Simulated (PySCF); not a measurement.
## Dipole response of Re+ (rhenium, charge +1)

[Xe] 4f14 5d5 6s1, high-spin 7S determinant. Computed with PySCF 2.14 in aug-cc-pVTZ-PP with one added diffuse shell each of s, p, d, f, g type with ECP60MDF (7s7p6d4f3g, 113 functions), with scalar relativity through the core potential. Coupled (time-dependent) response in atomic units; α is the mean over directions.

```csv
method,mean α (bohr³),C₆ (like pair),S(−4)
revPBE,30.34,256.3,346.7
```

S(−4) is the Cauchy moment in α(ω) = α(0) + S(−4) ω² + …

α(iu) at revPBE:

```
u (hartree)  α(iu) (bohr³)
          0          30.34
     0.0500          29.51
      0.100          27.33
      0.200          21.66
      0.300          16.85
      0.500          11.01
      0.750          7.383
       1.00          5.394
       1.50          3.303
       2.00          2.241
       3.00          1.220
       5.00         0.5147
```

A single London oscillator, α(iu) = α/(1 + u²/ω²), gives C₆ = (3/4) ω α². Matching the computed C₆ needs ω = 4 × 256.3 / (3 × 30.34²) = 0.371 hartree.

For an ion, C₆ is the dispersion term alone; charge-induced terms of lower order in 1/R come first.

Energies and moments cover only the electrons outside the core potential. Spin-orbit coupling, which splits the p, d and f shells strongly at this Z, is absent.
